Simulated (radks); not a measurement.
All-electron atom: Dy51+ in [Ne] 3s2 3p3. Calculated with a radial shooting solver on a logarithmic mesh with Libxc functionals: scalar-relativistic Kohn-Sham, PBE, spin-unpolarised, spherical densities, finite nucleus; Fermi nuclear charge, rms radius 5.2218 fm. Some entries of the table are withheld. Estimate them.

orbital,occ.,eigenvalue (eV),<1/r> (bohr^-1),<r> (bohr)
1s,2,-57303.02,74.57,0.02111
2s,2,(1),17.55,0.08869
2p,6,(2),16.27,0.07830
3s,2,-4941.330,7.093,0.2147
3p,3,-4646.329,(3),0.2095

Answer. 
(1) 2s eigenvalue (eV): -12434.01
(2) 2p eigenvalue (eV): -11457.95
(3) 3p <1/r> (bohr^-1): 6.705
